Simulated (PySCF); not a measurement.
PySCF 2.14 output of an unrestricted TPSS calculation on a single atom or ion in x2c-TZVPall (8s6p6d1f, 63 functions), with the spin-free X2C one-electron Hamiltonian (Gaussian nucleus):

```
SCF conv_tol = 1e-09
number electrons alpha = 23  beta = 21
    J. Tao, J. P. Perdew, V. N. Staroverov, and G. E. Scuseria.,  Phys. Rev. Lett. 91, 146401 (2003)
    J. P. Perdew, J. Tao, V. N. Staroverov, and G. E. Scuseria.,  J. Chem. Phys. 120, 6898 (2004)
    J. Tao, J. P. Perdew, V. N. Staroverov, and G. E. Scuseria.,  Phys. Rev. Lett. 91, 146401 (2003)
    J. P. Perdew, J. Tao, V. N. Staroverov, and G. E. Scuseria.,  J. Chem. Phys. 120, 6898 (2004)
cycle= 1 E= -4783.1384635473  delta_E= -0.012  |g|= 0.0823  |ddm|= 0.118
cycle= 2 E= -4783.1377744989  delta_E= 0.000689  |g|= 0.0892  |ddm|= 0.0592
cycle= 3 E= -4783.1391664526  delta_E= -0.00139  |g|= 0.0155  |ddm|= 0.0432
cycle= 4 E= -4783.13922193092  delta_E= -5.55e-05  |g|= 0.00082  |ddm|= 0.00743
cycle= 5 E= -4783.13922213776  delta_E= -2.07e-07  |g|= 6.99e-05  |ddm|= 0.000415
cycle= 6 E= -4783.1392221393  delta_E= -1.54e-09  |g|= 1.75e-06  |ddm|= 3.69e-05
cycle= 7 E= -4783.1392221393  delta_E= -1.82e-12  |g|= 9.95e-08  |ddm|= 1.4e-06
converged SCF energy = -4783.1392221393  <S^2> = 2.0008982  2S+1 = 3.0005988
```

The run itself started from symmetry-adapted Hartree-Fock orbitals and held the occupation by maximum overlap, on a logarithmic radial grid, so the iterations belong to that start.

Q: Which element, charge and spin multiplicity is this?

A: Rh⁺ (rhodium, charge +1), multiplicity 3; the state was [Kr] 4d8, high-spin 3F determinant.
